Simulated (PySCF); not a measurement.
# Computed data sheet: (OH)3Si-NH-SiH3 (H7NO3Si2)

(OH)3Si-NH-SiH3.
Cartesian coordinates in Å at the PBE0-D3(BJ)/def2-SVP level; atoms count from 1:
```xyz
13
H7NO3Si2 angstrom
Si     0.1970   -0.7885   -0.6625
O     -0.7433   -1.5184    0.4936
O     -0.6708   -0.9061   -2.0626
O      1.6496   -1.5031   -0.9744
N      0.5414    0.7895   -0.0799
Si    -0.2913    1.6046    1.2130
H     -0.3705   -1.5734    1.3787
H     -1.6235   -0.8087   -1.9797
H      1.6143   -2.2134   -1.6223
H      1.3281    1.2748   -0.4998
H     -0.1410    0.8952    2.5247
H      0.2984    2.9697    1.3449
H     -1.7576    1.7259    0.9485
```

From PBE0-D3(BJ)/def2-SVP geometry optimisation, gas phase (PySCF):

| Quantity | Value |
| --- | --- |
| Point group | C1 |
| Rotational constants A, B, C | 3.821, 1.408, 1.356 GHz |

From CAM-B3LYP/def2-SVPD ground state and vertical TDDFT (core frozen in the response) (PySCF):

| Quantity | Value |
| --- | --- |
| Dipole moment | 0.34 D |
| HOMO energy | -9.19 eV |
| LUMO energy | 0.40 eV |
| HOMO–LUMO gap | 9.59 eV |
| Lowest singlet excitation | 6.53 eV (190 nm, f = 0.006) |
| Strongest line among the 10 lowest singlet transitions | S10 at 8.60 eV (144 nm, f = 0.121) |
| Lowest triplet excitation (Tamm–Dancoff) | 6.25 eV |
| Static isotropic polarisability | 68.8 au |
| Electronic spatial extent ⟨r²⟩ about the centre of nuclear charge | 978 bohr² |

KT2/pcSseg-1 ground state and GIAO shieldings, non-relativistic (PySCF):

| Item | Value |
| --- | --- |
| 1H chemical shifts (computed TMS as zero) by class | 4.67 (H11/H12/H13), 1.71 (H7/H8/H9), 0.30 (H10) ppm |
| Isotropic shieldings of nuclei other than C and H, by class | 248 (N5), 274 (O2/O3/O4), 413 (Si1), 417 (Si6) ppm |

From delta-SCF UKS SCAN, pcX-2 on the ionised atom, pcseg-1 elsewhere, spin-free X2C; 2p3/2 from a spin–orbit splitting computed afterwards within the 2p shell (PySCF):

| Quantity | Value |
| --- | --- |
| Core binding energies | Si2p3/2 107.2 (Si6), Si2p3/2 108.2 (Si1), N1s 404.4 (N5), O1s 538.7 (O2/O3/O4), Si1s 1847.1 (Si6), Si1s 1848.5 (Si1) eV |

Monoisotopic mass from the formula: 124.9964 u.

The 10 singlets span 6.53 to 8.60 eV, and their oscillator strengths add up to 0.28. The polarisability is 10.19 Å³ as a volume (1 au = 0.148185 Å³), or 1.04 au for each of the 66 electrons. The rotational constants make it an asymmetric top with κ = (2B − A − C)/(A − C) = -0.96, nearer the prolate limit (−1). The vertical singlet–triplet gap S1 − T1 is 0.28 eV (TDDFT singlet less Tamm–Dancoff triplet; S1: HOMO→LUMO, weight 0.83; T1: HOMO→LUMO, weight 0.74). With B = h/(8π²I), that is 505.379 GHz u Å² over I, the principal moments of inertia are 132.2, 359.0 and 372.6 u Å² (most abundant isotopes); the inertial defect Ic − Ia − Ib is -118.6 u Å² (zero for a rigid planar frame, negative otherwise). The largest Löwdin shares of the HOMO are 0.55 on N5, 0.14 on Si6, 0.07 on H11 and 0.07 on H13. In atomic units the dipole is 0.13 e·bohr (1 au = 2.5417 D). No computed singlet falls in the visible range (750 to 380 nm, 1.65 to 3.26 eV); S1 lies 3.27 eV above its blue end.

 NMR classes are plain means over equivalent atoms (diastereotopic ones count apart unless rotation or inversion swaps them), as if these changed places fast; in this geometry the members of some classes differ.

One conformer stands for the species.
